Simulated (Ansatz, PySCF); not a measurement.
Gas-phase reaction (SMILES): [Cl][Ga]([Cl])[Br] + [H][H] (H2) -> [Cl][GaH][Cl] + Br (HBr); hydrogen cleaves one Ga-Br bond, a model of a ligand-exchange step.

Geometries: B3LYP-D3(BJ)/def2-TZVP minima from Ansatz (an electronic-structure program). Correlated levels leave the core frozen unless marked. Spin-orbit coupling is left out. Frozen are the shells of the preceding noble gas and the d and f shells that filled before the atom's block. Non-relativistic. CBS(X,Y): correlation extrapolated as X^-3; Hartree-Fock from the larger set. Thermal terms are rigid-rotor harmonic-oscillator values from B3LYP-D3(BJ) frequencies (Ansatz or PySCF) at 298.15 K and 1 atm. 1 Eh = 627.5095 kcal/mol.

```
species             E, CCSD(T)/CBS(def2-TZVPPD,def2-QZVPPD) (Ansatz) (Eh)  E, wB97M-V/def2-TZVPD (Ansatz) (Eh)  H - E (Eh)
------------------  -----------------------------------------------------  -----------------------------------  ----------
[Cl][Ga]([Cl])[Br]                                            -5415.77249                          -5419.32399     0.01031
[H][H] (H2)                                                      -1.17452                             -1.16077     0.01336
[Cl][GaH][Cl]                                                 -2843.62505                          -2845.84096     0.01470
Br (HBr)                                                      -2573.28305                          -2574.60901     0.00927
```

Question: Work out ΔE and ΔH at 298.15 K at the first level, then ΔH at the second.

Answer: 
1. ΔE = [(-2843.62505) + (-2573.28305)] - [(-5415.77249) + (-1.17452)] = 0.03891 Eh = 24.4 kcal/mol at CCSD(T)/CBS(def2-TZVPPD,def2-QZVPPD).
2. The terms H - E add up to 0.00030 Eh, so ΔH = (0.03891 + (0.00030))×627.5095 = 24.6 kcal/mol.
3. At wB97M-V/def2-TZVPD the same steps give ΔE = 21.8 and ΔH = 22.0 kcal/mol, a shift of -2.6 from the first level.
4. These values are not checked against measurement here, since the tables used lack a sound gas-phase enthalpy of formation for at least one species.
